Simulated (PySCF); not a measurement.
Al(Cl)(OH)(SeH) (AlClH2OSe), SMILES [SeH][Al]([OH])[Cl].

Coordinates come from a r2SCAN-D4/def2-SVP optimisation. The structure was generated by enumeration; whether it is a known compound was not checked. Other conformers were not sampled.

The numbers are results of PBE/def2-TZVP in PySCF, not measurements.

Symmetry labels are those of the subgroup Cs that the program uses (full group Cs).

Computed valence orbital energies around the gap with their symmetry:
| orbital | symmetry | energy (eV) |
|---|---|---|
| HOMO−7 | A' | -10.43 |
| HOMO−6 | A' | -9.60 |
| HOMO−5 | A' | -8.54 |
| HOMO−4 | A" | -8.35 |
| HOMO−3 | A' | -7.98 |
| HOMO−2 | A" | -7.86 |
| HOMO−1 | A' | -7.73 |
| HOMO | A" | -6.39 |
| LUMO | A' | -1.68 |
| LUMO+1 | A" | -1.13 |
| LUMO+2 | A' | -0.87 |
| LUMO+3 | A' | 0.25 |
